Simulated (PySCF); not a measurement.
CdS, SMILES [S]=[Cd]. Coordinates come from a PBE-D3(BJ)/def2-TZVPD optimisation. The def2 effective core potentials stand for the cores of Cd; spin–orbit coupling is left out.

The numbers are results of PySCF 2.14.0 with PBE-D3(BJ)/def2-TZVPD, not measurements.

Harmonic wavenumbers (cm⁻¹): 375. Rotational constants (GHz): 3.996 (linear); symmetry number 1.

**Question.** Work out the zero-point energy and the ideal-gas rigid-rotor harmonic-oscillator thermochemistry at 298.15 K and 1 atm.

**Answer.** ZPE = ½ Σ hcν = ½ × 375 cm⁻¹ = 0.54 kcal/mol. H − E(el) = 2.82 kcal/mol. Entropy in cal/(mol K): translation 40.81, rotation 16.59, vibration 1.06, total 58.46. G − E(el) = -14.61 kcal/mol. Cp = 8.48 cal/(mol K).
